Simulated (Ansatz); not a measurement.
Geometry optimisation, RKS B3LYP/def2-SVP in Ansatz.

Input file:

```yaml
crystal:
  periodic: [false, false, false]
  atoms:
    - { symbol: "N", position_ang: [-2.0053, -0.1283, 1.7313] }
    - { symbol: Si, position_ang: [-1.27, 0.4994, 0.3208] }
    - { symbol: Si, position_ang: [0.4951, -0.8511, -0.297] }
    - { symbol: O, position_ang: [1.4601, -1.3039, 1.0681] }
    - { symbol: Si, position_ang: [1.7523, 0.442, -1.7556] }
    - { symbol: H, position_ang: [-2.9052, 0.4712, 1.8659] }
    - { symbol: H, position_ang: [-1.4451, 0.1016, 2.5387] }
    - { symbol: H, position_ang: [-0.7834, 1.8812, 0.6823] }
    - { symbol: H, position_ang: [-2.2857, 0.5961, -0.7014] }
    - { symbol: H, position_ang: [0.0421, -2.0968, -0.9118] }
    - { symbol: H, position_ang: [0.9204, -1.9302, 1.6919] }
    - { symbol: H, position_ang: [0.9303, 0.8492, -2.8853] }
    - { symbol: H, position_ang: [2.1716, 1.7191, -1.0855] }
    - { symbol: H, position_ang: [2.9097, -0.2786, -2.2336] }
basis:
  gaussian: { orbitals: def2-SVP }
hamiltonian:
  xc: b3lyp
relax:
  f_tol: 0.02
  max_steps: 50
```

Command:

```bash
$ ansatz run input.yaml --threads 2 --pin off --max-ram 3072MiB --backend cpu --events-out ev --progress --plain --runs-dir out
```

Where does it end, and by what steps?

It converged. After 40 steps the energy has fallen by 0.661 eV; H8 moved furthest, 1.43 Å.

```csv
step,energy less start (eV),largest force component (eV/Å),accepted
0,0.0000,3.032,yes
2,-0.5134,0.428,yes
4,-0.5479,0.327,yes
6,-0.5641,0.218,yes
8,-0.5674,0.054,yes
10,-0.5703,0.273,yes
12,-0.5771,0.097,yes
14,-0.5825,0.095,yes
16,-0.5868,0.409,yes
18,-0.5975,0.130,yes
20,-0.5993,0.240,yes
22,-0.6082,0.876,no
24,-0.6154,0.062,yes
26,-0.6249,0.459,yes
28,-0.6351,0.381,yes
30,-0.6366,0.357,no
32,-0.6573,0.039,yes
34,-0.6597,0.075,yes
36,-0.6607,0.055,yes
38,-0.6611,0.031,yes
40,-0.6613,0.016,yes
```

```xyz
14
Properties=species:S:1:pos:R:3
N -1.247 0.240 1.910
Si -1.610 0.360 0.181
Si 0.224 -0.877 -0.672
O 0.655 -1.742 0.705
Si 2.020 0.450 -1.438
H -2.032 0.263 2.558
H -0.505 0.836 2.274
H -1.771 1.756 -0.340
H -2.913 -0.346 -0.002
H -0.181 -1.800 -1.777
H 0.110 -1.450 1.460
H 1.612 1.184 -2.677
H 2.395 1.465 -0.404
H 3.230 -0.369 -1.749
```

Whether the end is a true minimum wasn't checked by a vibrational analysis.

Run time: 90 s on 2 threads of Intel(R) Xeon(R) 6975P-C (Granite Rapids) (shared host), peak memory 0.34 GiB.
